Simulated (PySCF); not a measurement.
**Exercise with solution: entropy of an ideal gas**

silicon dioxide molecule (O2Si), SMILES O=[Si]=O.

The structure is a stationary point at ωB97X-D3(BJ)/def2-TZVP.

ωB97X-D3(BJ)/def2-TZVP in PySCF 2.14.0 gives the harmonic wavenumbers 310, 310, 1028, 1481 cm⁻¹ and the rotational temperature 0.3346 K. The molar mass is 60.08 g/mol, the symmetry number 2, the spin multiplicity 1.

Question: Work out the entropy at 298.15 K and 1 atm in the rigid-rotor, harmonic-oscillator model.

Answer: 
Translation (Sackur–Tetrode at 1 atm): S = R[1.5 ln M + 2.5 ln T − 1.16487] = 159.8 J/(mol K).
Rotation: q = T/(σ θ) = 446, S = R[ln q + 1] = 59.0 J/(mol K).
Vibration: with u = 1.4388 ν/T, each mode gives R[u/(e^u − 1) − ln(1 − e^−u)]:
| ν (cm⁻¹) | modes | u | S (J/(mol K)) |
|---|---|---|---|
| 310 | 2 | 1.50 | 11.40 |
| 1028 | 1 | 4.96 | 0.35 |
| 1481 | 1 | 7.15 | 0.05 |
These are all the modes. Sum 11.8 J/(mol K).
Spin: R ln 1 = 0.0 J/(mol K).
Total 230.7 J/(mol K); the program's own thermochemistry gives 230.7. Translation makes up 69 % and vibration 5 %. Anharmonicity, hindered rotation and orbital degeneracy are left out.
